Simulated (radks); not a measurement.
Results of a calculation; reference values are marked as such.
Ionisation of the hafnium ion Hf3+, [Xe] 4f14 5d1, to [Xe] 4f14 as the strength of local exchange is varied. Code: a radial shooting solver on a logarithmic mesh with Libxc functionals. Model: Dirac Kohn-Sham, Slater X-alpha exchange (alpha = 2/3 is LDA exchange), no correlation, spin-unpolarised, spherical densities, point nucleus; open shells fill j = l - 1/2 first.

| alpha | E(Hf3+) (hartree) | exchange (hartree) | IE (eV) | -e of the level emptied (eV) | <r> of it (bohr) |
|---|---|---|---|---|---|
| 0.591 | -15046.5818 | -258.6794 | 30.969 | 25.302 (5d3/2) | 1.971 |
| 0.632 | -15064.5389 | -276.9810 | 31.580 | 25.870 (5d3/2) | 1.949 |
| 0.667 | -15079.8865 | -292.6406 | 32.109 | 26.362 (5d3/2) | 1.930 |
| 0.916 | -15189.5577 | -405.0086 | 36.050 | 30.055 (5d3/2) | 1.811 |
| 1.016 | -15233.8409 | -450.6092 | 37.720 | 31.631 (5d3/2) | 1.768 |
| 1.026 | -15238.2767 | -455.1842 | 37.889 | 31.792 (5d3/2) | 1.764 |
| 1.03 | -15240.0514 | -457.0149 | 37.957 | 31.856 (5d3/2) | 1.762 |
| 1.046 | -15247.1524 | -464.3421 | 38.230 | 32.115 (5d3/2) | 1.756 |

NIST Atomic Spectra Database: 33.37 eV (semi-empirical). The Delta-SCF value meets it near alpha = 0.75. Spin polarisation and multiplet splitting are left out, so open shells lie too high by an amount that depends on their filling.

Beside tabulated values, note that spin-unpolarised runs miss the spin-polarisation part of the exchange energy of open shells.
